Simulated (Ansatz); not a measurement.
Input for Ansatz (a first-principles code): R-r2SCAN/def2-TZVPPD on HF (SMILES F) with ghost functions, monomers drawn apart or pushed together. Files ending in .json are basis or fitting sets from the Basis Set Exchange.

Ansatz 0.2 input:
```yaml
crystal:
  periodic: [false, false, false]
  atoms:
    - {symbol: F, position_ang: [-0.01920414, -0.05297032, 4.51322105]}
    - {symbol: H, position_ang: [-0.30413058, -0.38199312, 3.64157212]}
basis:
  gaussian:
    orbitals: def2-TZVPPD.json
    ghost_atoms:
      - {symbol: C, position_ang: [1.24879992, 0.49067687, 0.01617415]}
      - {symbol: C, position_ang: [-0.25806237, 0.31018133, -0.05882393]}
      - {symbol: N, position_ang: [-0.69058415, -0.77892282, 0.83865741]}
      - {symbol: H, position_ang: [1.56612525, 1.31842611, -0.61915998]}
      - {symbol: H, position_ang: [1.55863554, 0.69694748, 1.04084890]}
      - {symbol: H, position_ang: [1.76829753, -0.40864242, -0.32500417]}
      - {symbol: H, position_ang: [-0.56765775, 0.12930557, -1.09428549]}
      - {symbol: H, position_ang: [-0.75852119, 1.22005284, 0.27710873]}
      - {symbol: H, position_ang: [-1.69413102, -0.91648854, 0.78882472]}
      - {symbol: H, position_ang: [-0.25400431, -1.65553009, 0.57155435]}
hamiltonian:
  xc: {name: r2SCAN}
scf: {lower_state_search: off}
```

It printed:

```
WARN ansatz: RAYON_NUM_THREADS=1 ignored (pool sized by the plan → 1); use --threads N
Functional definition: r2SCAN
these checks for a lower state are left out or cut short: stability, starts, cluster_reference, orbital_swaps, neighbouring_geometries, increment
integrals: 0.17 GiB planned
1109 factors; their error is unknown
mean field: 1.50 GiB planned
mean field evaluation 1: about -2731.7651 eV, gradient 3.3e1 eV
mean field evaluation 2: about -2728.0750 eV, gradient 6.2e1 eV
mean field evaluation 4: about -2733.2794 eV, gradient 4.1e-1 eV
mean field evaluation 8: about -2733.2779 eV, gradient 1.6e-3 eV
mean field -2733.27788705 eV, -100.4461096669 hartree, gradient 3.0e-6 eV, S^2 0.000000; 0 other end points of the search recorded, 0 dependent functions left out
reference -2733.27789966 eV, -100.4461101303 hartree; 5, 5 occupied and 282, 282 virtual orbitals, 1109 factors
Total energy: -2733.27789966 eV, -100.4461101303 hartree
Checks for a lower state left out: stability, starts, cluster_reference, orbital_swaps, neighbouring_geometries, increment
```

Self-consistency was reached.

Cost: very roughly 2.4 core-seconds.
